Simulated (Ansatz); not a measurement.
Redistribution: C3H7Br + C2H5Br → C4H10 + CH2Br2

Gas-phase species: C3H7Br (1-bromopropane) `CCCBr`, singlet; C2H5Br (bromoethane) `CCBr`, singlet; C4H10 (butane) `CCCC`, singlet; CH2Br2 (dibromomethane) `BrCBr`, singlet. The partners trade Br for CH3; both sit on C, so the bond types are kept.

Shapes, held fixed at every level: PBE0-D4/def2-TZVP. Flexible molecules stand in one conformer, not always the lowest. Programs: Ansatz 0.2.0. Electronic energies: no zero-point or thermal term.

**Question.** Estimate ΔE of this reaction.

**Answer.** The highest level, CCSD(T)/def2-TZVPP, gives ΔE = +30.7 kJ/mol; the levels span +29.9 to +31.0. The column of differences is taken from that level and isn't an error. No measured value is set beside it here. Relativity is left out for Br. Outer-core shells of Br are correlated, in sets that cover them unevenly.

```csv
level,kind,ΔE (kJ/mol),less CCSD(T)/def2-TZVPP
r2SCAN-D4/def2-TZVPP,meta-GGA,+31.0,+0.3
PBE0-D4/def2-TZVPP,global hybrid,+29.9,-0.8
wB97M-V/def2-TZVPP,range-separated hybrid,+30.4,-0.3
wB97X-V/def2-TZVPP,range-separated hybrid,+30.3,-0.4
B2PLYP/def2-TZVPP,double hybrid,+29.9,-0.8
MP2/def2-TZVPP,perturbation theory,+30.6,-0.1
CCSD/def2-TZVPP,coupled cluster or CI,+30.9,+0.2
CCSD(T)/def2-TZVPP,coupled cluster or CI,+30.7,0.0
```
